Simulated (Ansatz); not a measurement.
`C=C[SiH2]N[SiH3]` + `C=C([SiH3])[SiH3]` → `[SiH3]C=C([SiH3])[SiH3]` + `C=C[SiH2]N`  (formal exchange of groups at the Si–N bond)

Gas-phase electronic energies from Ansatz, PBE0-D4/def2-TZVP geometries. CCSD(T)/CBS adds triple-zeta CCSD(T) − MP2 to the extrapolated MP2 energy (def2 sets, frozen cores). DFT in def2-TZVPP. B3LYP here is the variant with VWN-RPA as its local correlation; programs differ in this. Each species was taken in one conformer, which may not be the lowest.

`C=C[SiH2]N[SiH3]`:

Cartesian coordinates in Å:
```
C -0.001 -2.669 1.233
C -0.472 -1.736 0.410
Si 0.608 -0.400 -0.296
N 0.052 1.175 0.143
Si -0.319 2.527 -0.862
H 1.045 -2.689 1.528
H -0.629 -3.453 1.648
H -1.530 -1.762 0.150
H 0.609 -0.427 -1.782
H 1.984 -0.676 0.208
H -0.053 1.330 1.137
H -0.174 2.089 -2.272
H -1.709 3.009 -0.632
H 0.589 3.681 -0.613
```

`C=C([SiH3])[SiH3]`:

Cartesian coordinates in Å:
```
C 0.098 0.703 -1.484
C 0.018 0.132 -0.277
Si -1.553 0.299 0.715
Si 1.480 -0.820 0.384
H 0.991 0.634 -2.102
H -0.726 1.269 -1.915
H -1.278 0.967 2.016
H -2.127 -1.041 1.010
H -2.539 1.103 -0.056
H 2.580 -0.795 -0.618
H 1.098 -2.230 0.666
H 1.957 -0.221 1.660
```

`[SiH3]C=C([SiH3])[SiH3]`:

Z-matrix (Å, degrees):
```
Si
C 1 1.882
H 1 1.486 2 107.6
H 1 1.487 2 111.5 3 119.1
H 1 1.486 2 111.5 3 -119.1
C 2 1.345 1 128.2 3 -180.0
H 2 1.094 1 114.2 3 0.0
Si 6 1.870 2 122.7 1 -0.0
Si 6 1.872 2 118.8 1 180.0
H 8 1.487 6 109.8 2 120.6
H 8 1.487 6 110.7 2 -0.1
H 8 1.487 6 109.8 2 -120.8
H 9 1.488 6 110.5 2 -120.5
H 9 1.487 6 109.0 2 0.1
H 9 1.488 6 110.5 2 120.7
```

`C=C[SiH2]N`:

Z-matrix (Å, degrees):
```
Si
C 1 1.865
N 1 1.715 2 114.9
H 1 1.488 2 108.4 3 -120.8
H 1 1.488 2 108.4 3 120.8
C 2 1.330 1 123.1 3 0.1
H 2 1.091 1 118.8 3 -179.9
H 3 1.006 1 121.5 2 75.9
H 3 1.006 1 121.5 2 -76.3
H 6 1.087 2 122.6 1 180.0
H 6 1.087 2 121.2 1 -0.0
```

```csv
level,ΔE (kcal/mol)
PBE-D4,13.5
r2SCAN-D4,15.6
B3LYP-D4,15.9
ωB97M-V,16.4
SCS-MP2/def2-TZVPP,17.9
HF/def2-QZVPP,21.1
SCS-MP2/def2-QZVPP,17.9
MP2/CBS(def2),17.1
```

What does CCSD(T)/CBS give? (Best estimate.)

Computed: +16.7 kcal/mol. The listed levels differ from it by -3.2, -1.1, -0.8, -0.3, 1.2, 4.4, 1.2, 0.4 kcal/mol.

Largest T1 diagnostic among the species: 0.013.

The D4 term adds −1.1 kcal/mol with B3LYP and −0.6 kcal/mol with PBE0; it sums over pairs of atoms, weighted by their polarisabilities, and B3LYP, whose exchange is more repulsive, gets the larger term. From PBE to PBE0 (25 % exact exchange), in def2-TZVPP and without D4, ΔE moves by +1.3 kcal/mol. In def2-TZVPP, CCSD(T) changes the Hartree–Fock value by −4.0 kcal/mol (the triples alone add −0.7 kcal/mol) and MP2 by −3.6 kcal/mol.

CCSD(T)/CBS has its own doubt, a few kJ/mol and more with outer-core shells, so smaller differences from it don't rank the levels.
